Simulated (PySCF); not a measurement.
CH₆O₂Si₂, SMILES [SiH3][SiH2]OC=O.

Geometry: PBE0-D3(BJ)/def2-SVP. The structure was generated by enumeration, and PubChem lists no compound with its InChIKey, so it may never have been made. One conformer was computed; it need not be the lowest.

Two levels are set side by side: TDA-PBE/def2-SVPD (PySCF) and TDA-CAM-B3LYP/def2-SVPD (PySCF). Vertical, same geometry. The lowest singlet is HOMO→LUMO 96 % with PBE and HOMO−1→LUMO+1 63 %, HOMO→LUMO+1 26 % with the other functional; states are paired by order. Differences are taken from unrounded values.

| quantity | TDA-PBE |
|---|---|
| lowest singlet excitation (eV) | 5.46 |
| lowest triplet excitation (TDA) (eV) | 5.00 |

Question: These are the TDA-PBE values. What does TDA-CAM-B3LYP give? (The exact figures need the calculation; the answer reports its results.)

Answer: 
| quantity | TDA-CAM-B3LYP | TDA-PBE minus TDA-CAM-B3LYP |
|---|---|---|
| lowest singlet excitation (eV) | 5.85 | -0.39 |
| lowest triplet excitation (TDA) (eV) | 5.30 | -0.29 |

A lower first singlet is the usual sign of a functional without exact exchange. Differences between two approximate levels are no errors against the true value.

Rough cost on one machine, each run with all the roots and properties that it gave: TDA-CAM-B3LYP against TDA-PBE about 5 times.
